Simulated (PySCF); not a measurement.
## Removing an electron from `CP(C)c1ccccn1`

Compound: C₇H₁₀NP.
Z-matrix (Å and degrees, PBE0-D3(BJ)/def2-SVP geometry), rows numbered from 1:
```
C 
P   1  1.8552
C   2  1.8388  1  100.40
C   2  1.8488  1   98.86  3  -102.02
C   4  1.4040  2  119.04  1   -70.99
C   5  1.3892  4  118.99  2  -178.96
C   6  1.3945  5  118.72  4     1.17
C   7  1.3927  6  118.07  5    -0.05
N   8  1.3312  7  123.50  6    -0.84
H   1  1.1008  2  108.72  3   -70.48
H   1  1.1012  2  112.32  3    50.39
H   1  1.1000  2  109.84  3   172.03
H   3  1.0998  2  112.26  1   -51.45
H   3  1.0988  2  108.99  1  -171.14
H   3  1.1006  2  108.59  1    70.72
H   5  1.0934  4  120.19  2     0.74
H   6  1.0931  5  120.54  4  -179.42
H   7  1.0920  6  121.41  5   179.56
H   8  1.0965  7  120.24  6   179.35
```

Level: wB97X-D/def2-SVPD (PySCF). Frontier orbitals with their largest atomic shares (Löwdin; up to four atoms above 4 %):

```csv
orbital,ε (eV),main atoms
HOMO−3,-10.24,"C6 28 %, N9 24 %, C7 14 %, C5 13 %"
HOMO−2,-9.74,"C4 17 %, C8 16 %, C5 15 %, C7 12 %"
HOMO−1,-9.22,"N9 46 %, C4 12 %, C8 11 %, C5 8 %"
HOMO,-8.10,?
LUMO,0.82,"C6 22 %, N9 21 %, C4 14 %, C7 13 %"
LUMO+1,1.05,"C5 20 %, C8 20 %, C7 14 %, C4 14 %"
LUMO+2,2.36,"C6 13 %, C8 10 %, C1 10 %, C7 10 %"
```

Task: What vertical ionisation energy does ΔSCF give, and how far is −ε(HOMO) from it?

Result: ΔSCF: 8.18 eV (789 kJ/mol; threshold wavelength 152 nm); ⟨S²⟩ of the doublet left behind is 0.761, against 0.75 for a pure doublet. −ε(HOMO) is 8.10 eV, 0.08 eV below it. For the exact functional −ε(HOMO) would equal the first vertical ionisation energy; wB97X-D (range-separated hybrid) comes within 0.08 eV of that here.

Task: On which atoms does the HOMO lie?

Result: P2 (phosphine phosphorus) 51 %, C1 (sp3 carbon bound to phosphorus) 9 %, C4 (substituted aromatic carbon) 8 %, C3 (sp3 carbon bound to phosphorus) 8 %. The HOMO−1 lies 1.12 eV lower.

Task: Shift the occupied levels rigidly so that −ε(HOMO) equals the ΔSCF value. What binding energies result?

Result: The shift is +0.08 eV: HOMO 8.18, HOMO−1 9.30, HOMO−2 9.82, HOMO−3 10.32 eV. A rigid shift is only a rough guide to the deeper ionisations.

Task: What kinetic energy would electrons from this vertical process carry with Lyman-α light (10.199 eV)?

Result: 10.20 − 8.18 = 2.02 eV.

Geometry: PBE0-D3(BJ)/def2-SVP, one conformer, isolated molecule.
